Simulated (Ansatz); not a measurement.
Species: AlO$_{2}$H$_{3}$, charge 0, singlet. AlO2H3 (SMILES [OH][AlH][OH]).
B3LYP-D3(BJ)/def2-TZVP minimum from Ansatz (a first-principles code):
```
Al
O 1 1.6958
H 2 0.9570 1 127.09
O 1 1.6958 2 124.18 3 0.00
H 4 0.9570 1 127.09 2 0.00
H 1 1.5588 2 117.91 3 -180.00
```
Charge 0, spin multiplicity 1.

Atomisation energy term by term, kcal/mol (programs: Ansatz). Radicals and triplets start from unrestricted determinants; spin-orbit coupling is neglected. Cores are frozen in correlated methods. Rows without X2C or -DK are non-relativistic. CBS(X,Y): correlation extrapolated as X^-3, Hartree-Fock from the larger set (Q,5: extrapolated as (X+1)exp(-9√X)). A bracket is a step between two methods taken in the basis named. 'core' is core correlation in cc-pwCVTZ (1s frozen past Ne), 'X2C' scalar relativity in cc-pVTZ-DK, both at CCSD(T). Where a partner has so few electrons that a lower coupled-cluster level is exact, that level stands in.

| term | basis | kcal/mol |
|---|---|---|
| Hartree-Fock | CBS(cc-pV(Q+d)Z,cc-pV(5+d)Z) | 365.68 |
| CCSD correlation | CBS(cc-pV(Q+d)Z,cc-pV(5+d)Z) | 145.93 |
| (T) | CBS(cc-pV(Q+d)Z,cc-pV(5+d)Z) | 9.00 |
| CCSDT(Q) - CCSD(T) | cc-pV(D+d)Z | 0.71 |
| core correlation | cc-pwCVTZ | 0.16 |
| scalar relativity | X2C, cc-pVTZ-DK | -1.10 |
| sum: De |  | 520.4 |
